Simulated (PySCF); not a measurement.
CCl₃, SMILES Cl[C](Cl)Cl, multiplicity 2. Atoms are numbered in the order given.

```xyz
4

Cl    -1.4716    -0.8496    -0.0324
C      0.0000     0.0000     0.2758
Cl     1.4716    -0.8496    -0.0324
Cl     0.0000     1.6993    -0.0324
```
Charge 0, spin multiplicity 2.

Geometry optimised at B3LYP-D3(BJ)/def2-SVP. The isomer is the one that the SMILES or the coordinates give; other isomers of the formula were not compared.

These are PBE/def2-TZVPD (PySCF) values and carry that method's errors.

The molecule is in vacuum.

```
Property                                                                                                        Result
---------------------------------------------------------------------------------------------  -----------------------
total energy                                                                                       -1418.09855 hartree
point group                                                                                                        C3v
α spin, highest occupied and lowest empty level                                                     -5.27 and -2.36 eV
β spin, highest occupied and lowest empty level                                                     -7.77 and -3.72 eV
dipole moment                                                                                                   0.13 D
quadrupole, principal values (traceless, Buckingham form, about the centre of nuclear charge)    -1.67, 0.83, 0.83 D·Å
mean static polarisability                                                                        60.1 bohr³ (8.91 Å³)
polarisability, principal values                                                                42.9, 68.7, 68.7 bohr³
⟨S²⟩                                                                                           0.753 (pure state 0.75)
```
